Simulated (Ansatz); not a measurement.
Reactions of C4H6ClF, SMILES `C=CCC(F)Cl`.

Program: Ansatz. Geometries: PBE0-D4/def2-TZVP. ΔE: electronic, gas phase. CCSD(T)/CBS adds triple-zeta CCSD(T) − MP2 to the extrapolated MP2 energy (def2 sets, frozen cores). This one scheme is used for every species. DFT in def2-TZVPP. For Ge, Se outer-core shells are correlated without core-valence functions, which leaves a few kJ/mol of doubt a bond. Scalar relativity is left out up to krypton. One conformer a species, not always the lowest.

| reaction | CCSD(T)/CBS(def2) (eV) |
| --- | --- |
| `C=CCC(F)Cl` + H₂ → `FCCl` + `C=CC` | ? |
| `C=CCC(F)Cl` + H₂O → `C=CCO` + `FCCl` | 0.74 |
| `C=CCC(F)Cl` + H–F → `FC(F)Cl` + `C=CC` | 0.36 |
| `C=CCC(F)Cl` + `[GeH3][SeH]` → `C=C[Se][GeH3]` + `CC(F)Cl` | 0.04 |

(1) Fill in the missing values. (Estimate.)

Largest T1 diagnostic: 0.011, for `FC(F)Cl`.

Results:

(1) Ansatz gave: `C=CCC(F)Cl` + H₂ → `FCCl` + `C=CC`: -0.41 eV.
